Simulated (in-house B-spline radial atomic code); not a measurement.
# Ionising Fe VIII (Fe7+) with different functionals

Computed with an all-electron radial atomic-structure program (B-spline basis): scalar-relativistic (spin-free X2C) Hamiltonian, Fermi nucleus of rms radius 3.7377 fm, spin-polarised at highest spin, spherical fractional occupations for the functionals, the average over the highest-spin determinants for Hartree-Fock. The ionisation energy is the difference of two self-consistent energies, [Ar] 3d1 → [Ne] 3s2 3p6, without Breit or QED terms; ε is the level of the shell that loses the electron (its least bound occupied spin orbital).

Hybrids are left out here: with spherical fractional occupations of an open shell their exact exchange keeps a self-interaction that integer-occupation calculations don't have.

```json
{"method": "Hartree-Fock", "rung": "Hartree-Fock", "ΔSCF (eV)": "149.87", "-ε(3d) (eV)": "151.15"}
{"method": "LDA VWN5", "rung": "LDA", "ΔSCF (eV)": "151.56", "-ε(3d) (eV)": "137.92"}
{"method": "LDA PW92", "rung": "LDA", "ΔSCF (eV)": "151.54", "-ε(3d) (eV)": "137.91"}
{"method": "LDA exchange-only", "rung": "LDA", "ΔSCF (eV)": "149.52", "-ε(3d) (eV)": "135.97"}
{"method": "PBE", "rung": "GGA", "ΔSCF (eV)": "?", "-ε(3d) (eV)": "?"}
{"method": "PBEsol", "rung": "GGA", "ΔSCF (eV)": "151.18", "-ε(3d) (eV)": "137.59"}
{"method": "BLYP", "rung": "GGA", "ΔSCF (eV)": "151.19", "-ε(3d) (eV)": "137.59"}
{"method": "RPBE", "rung": "GGA", "ΔSCF (eV)": "151.11", "-ε(3d) (eV)": "137.54"}
{"method": "PW91", "rung": "GGA", "ΔSCF (eV)": "151.40", "-ε(3d) (eV)": "137.79"}
{"method": "BP86", "rung": "GGA", "ΔSCF (eV)": "151.29", "-ε(3d) (eV)": "137.68"}
{"method": "AM05", "rung": "GGA", "ΔSCF (eV)": "151.22", "-ε(3d) (eV)": "137.63"}
{"method": "OLYP", "rung": "GGA", "ΔSCF (eV)": "?", "-ε(3d) (eV)": "?"}
{"method": "TPSS", "rung": "meta-GGA", "ΔSCF (eV)": "150.91", "-ε(3d) (eV)": "137.38"}
{"method": "SCAN", "rung": "meta-GGA", "ΔSCF (eV)": "150.43", "-ε(3d) (eV)": "137.12"}
{"method": "r2SCAN", "rung": "meta-GGA", "ΔSCF (eV)": "150.49", "-ε(3d) (eV)": "137.19"}
{"method": "revTPSS", "rung": "meta-GGA", "ΔSCF (eV)": "150.67", "-ε(3d) (eV)": "137.19"}
```

Task: What does PBE give?

Result: ΔSCF 151.21 eV, and -ε(3d) = 137.62 eV.

Task: What does OLYP give?

Result: ΔSCF 151.71 eV, and -ε(3d) = 138.18 eV.

Task: How do they compare with the NIST value?

Result: NIST lists 151.06 eV ± 0.012 (measured, ground level to ground level). Errors run from -1.54 to +0.65 eV; RPBE is closest (+0.05 eV), but part of that can be cancellation, since the calculations leave out spin-orbit coupling, Breit-QED terms, multiplet and fine-structure energies. Hartree-Fock also lacks correlation.
